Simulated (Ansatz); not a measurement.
Start from `CO[SiH]([SiH3])Cl` and change one atom or group to get `CO[SiH](C)[SiH3]`.

Ansatz, PBE0-D4/def2-TZVP geometries, multiplicity 1. Each molecule was computed in one conformer, which needn't be the lowest.

| property | `CO[SiH]([SiH3])Cl` |
| --- | --- |
| HOMO–LUMO gap (ωB97M-V/def2-TZVPP) / eV | 11.78 |
| HOMO–LUMO gap (PBE0/def2-TZVPP) / eV | 7.92 |
| LUMO energy (PBE/def2-TZVPP) / eV | -1.04 |
| HOMO–LUMO gap (PBE/def2-TZVPP) / eV | 5.83 |
| HOMO–LUMO gap (B3LYP/def2-TZVPP) / eV | 7.56 |
| HOMO energy (PBE/def2-TZVPP) / eV | -6.87 |

(1) What does the change do to each property? (Estimate.)

Answers

(1) The calculation gave: 
```json
{"property": "HOMO–LUMO gap (ωB97M-V/def2-TZVPP) / eV", "`CO[SiH](C)[SiH3]`": "11.81", "shift": "0.03"}
{"property": "HOMO–LUMO gap (PBE0/def2-TZVPP) / eV", "`CO[SiH](C)[SiH3]`": "7.97", "shift": "0.05"}
{"property": "LUMO energy (PBE/def2-TZVPP) / eV", "`CO[SiH](C)[SiH3]`": "-0.70", "shift": "0.34"}
{"property": "HOMO–LUMO gap (PBE/def2-TZVPP) / eV", "`CO[SiH](C)[SiH3]`": "5.78", "shift": "-0.05"}
{"property": "HOMO–LUMO gap (B3LYP/def2-TZVPP) / eV", "`CO[SiH](C)[SiH3]`": "7.61", "shift": "0.05"}
{"property": "HOMO energy (PBE/def2-TZVPP) / eV", "`CO[SiH](C)[SiH3]`": "-6.48", "shift": "0.39"}
```

With PBE0 the HOMO rises by 0.30 eV and the LUMO rises by 0.36 eV, so the gap widens by about 0.06 eV. PBE moves the HOMO by 0.39 eV and ωB97M-V by 0.29 eV.

B3LYP here is the variant with VWN-RPA as its local correlation; programs differ in this.
